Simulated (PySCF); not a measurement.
Field gradients from PBE0/pcSseg-1 densities (PySCF, non-relativistic) at GFN2-xTB geometries, isolated species, one conformer each; χzz is the principal value of largest magnitude, with Q(17O) = −0.0256 b, Q(14N) = 0.02044 b. GFN2-xTB bond lengths can be off by several hundredths of an ångström, more for odd bonds, and the gradients follow them. With so small a basis the couplings can be 20 % off.

Question: Rank these 17O sites by the size of the quadrupole coupling, smallest first.
A. O8 (carbonyl oxygen) in `[CH3:1][O:2][C@@H:3]1[CH2:4][C@:5]1([F:6])[C:7](=[O:8])[Cl:9]`
B. O1 (ketone oxygen) in `[O:1]=[C:2]1[CH2:3][O:4][CH2:5][C@@:6]1([F:7])[CH2:8][Cl:9]`
C. O3 (ketone oxygen) in `[CH3:1][C:2](=[O:3])/[CH:4]=[C:5](/[Cl:6])[O:7][CH2:8][F:9]`

Answer: A (9.338 MHz), B (11.60 MHz), C (12.07 MHz).

Question: Rank these 14N sites by the size of the quadrupole coupling, smallest first.
A. N1 (nitrile nitrogen) in `[H]/[N:9]=[CH:8]\[C@:6]1([F:7])[C:3]([C:2]#[N:1])=[CH:4][SiH2:5]1`
B. The imine nitrogen of `C#C[C@@H]1C=NC[C@H]1F`
C. N4 (pyrrole-type nitrogen) in `[CH2:1]=[CH:2][CH2:3][n:4]1[cH:5][c:6]([CH:7]=[CH2:8])[cH:9][n:10]1`

Answer: C (3.196 MHz), A (4.871 MHz), B (5.349 MHz).

All sites together:

```
nucleus                                                                                               site  Vzz (au)     η  χzz (MHz)
    17O                  O1 (ketone oxygen) in [O:1]=[C:2]1[CH2:3][O:4][CH2:5][C@@:6]1([F:7])[CH2:8][Cl:9]    -1.928  0.57      11.60
    17O                  O3 (ketone oxygen) in [CH3:1][C:2](=[O:3])/[CH:4]=[C:5](/[Cl:6])[O:7][CH2:8][F:9]    -2.006  0.41      12.07
    17O              O8 (carbonyl oxygen) in [CH3:1][O:2][C@@H:3]1[CH2:4][C@:5]1([F:6])[C:7](=[O:8])[Cl:9]    -1.552  0.35      9.338
    14N         N1 (nitrile nitrogen) in [H]/[N:9]=[CH:8]\[C@:6]1([F:7])[C:3]([C:2]#[N:1])=[CH:4][SiH2:5]1    -1.014  0.06     -4.871
    14N  N4 (pyrrole-type nitrogen) in [CH2:1]=[CH:2][CH2:3][n:4]1[cH:5][c:6]([CH:7]=[CH2:8])[cH:9][n:10]1    -0.665  0.40     -3.196
    14N                                                        the imine nitrogen of C#C[C@@H]1C=NC[C@H]1F    -1.114  0.39     -5.349
```
